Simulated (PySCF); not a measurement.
## Static response to an electric field

Species: Si(NH2)2Me2, C₂H₁₀N₂Si.
Cartesian coordinates in Å at the PBE0-D3(BJ)/def2-SVP level; atoms count from 1:
```
atom  x, y, z in Å
Si1    0.1402   -0.0466    0.1269
N2     0.0709   -0.0529    1.8580
H3     0.6813   -0.6533    2.3991
H4    -0.1638    0.7912    2.3645
N5     1.7972   -0.1860   -0.3876
H6     2.0045   -0.5336   -1.3173
H7     2.4679    0.5253   -0.1179
C8    -0.7422    1.5314   -0.3978
H9    -0.7564    1.6266   -1.4950
H10   -0.2447    2.4288    0.0051
H11   -1.7869    1.5378   -0.0470
C12   -0.7337   -1.5272   -0.6223
H13   -1.7956   -1.5271   -0.3313
H14   -0.2869   -2.4701   -0.2700
H15   -0.6846   -1.5204   -1.7234
```

Level: PBE0/def2-SVPD (PySCF), static field, nuclei fixed, core orbitals frozen in the response. The polarisability tensor in these axes (au):

```
x   67.82 -0.73  0.76
y   -0.73 70.31  0.69
z    0.76  0.69 66.92
```

**Question.** Give the principal values, the mean and the anisotropy Δα = √{½[(α1 − α2)² + (α2 − α3)² + (α1 − α3)²]}.

**Answer.** Principal values 66.26, 68.22 and 70.57 au; mean 68.35 au = 10.13 Å³ = 11.27 × 10⁻⁴⁰ C²·m²/J; Δα = 3.74 au (5 % of the mean).

**Question.** What is the dipole moment, and where does it point?

**Answer.** (0.72, 0.82, -0.13) D, 1.10 D in size, pointing from the negative to the positive side. Measured along this direction, the outermost atoms are H13 at the negative end and H7 at the positive end.

**Question.** Directions of the eigenvectors, and the extent of the frame along each?

**Answer.** Largest value along (-0.22, 0.97, 0.14), where the nuclei span 4.76 Å; middle along (0.83, 0.11, 0.55), 3.89 Å; least along (-0.51, -0.23, 0.83), 3.85 Å. 

**Question.** Orientational against electronic polarisability at 298 K (dilute gas, rigid molecules)?

**Answer.** In Gaussian units μ²/3kT = 9.81 Å³ against 10.13 Å³, a ratio of 0.97; the Debye molar polarisation (4π/3)N_A(α + μ²/3kT) is 50.3 cm³/mol, leaving out the vibrational part.

**Question.** Refractivity n − 1 of an ideal gas of it at 273.15 K and 1 atm, from the electronic α?

**Answer.** N = p/kT = 2.6868 × 10¹⁹ cm⁻³, so n − 1 = 2π × N × 10.13 × 10⁻²⁴ cm³ = 1710 × 10⁻⁶ at long wavelengths, for an ideal gas.

**Question.** What are the principal values of the traceless quadrupole moment, Θ = ½Σq(3rr − r²1), about the centre of nuclear charge?

**Answer.** -3.50, -0.73, 4.22 D·Å. The values depend on the origin, since the dipole doesn't vanish. The electronic extent ⟨r²⟩ about the same centre is 606 bohr², a root-mean-square distance of 1.84 Å for the 50 electrons.

**Question.** Find the Langevin capture rate constant for NH4+ (18.034 u) meeting this molecule (90.061 u), k = 2.342 × 10⁻⁹ cm³/s × √(α in Å³ / reduced mass in u).

**Answer.** The reduced mass is 15.03 u, so k = 1.92 × 10⁻⁹ cm³/s. The formula leaves out the permanent dipole, which adds to the capture rate.

One conformer (not necessarily the lowest) at the PBE0-D3(BJ)/def2-SVP geometry, without solvent, vibrations or thermal averaging.

The run behind these numbers computed excited states as well. Hardware: an AMD EPYC 9R45 with one thread, shared host. Cost: 13 s of wall time (grids of density and orbitals included), 0.89 GiB resident at most.
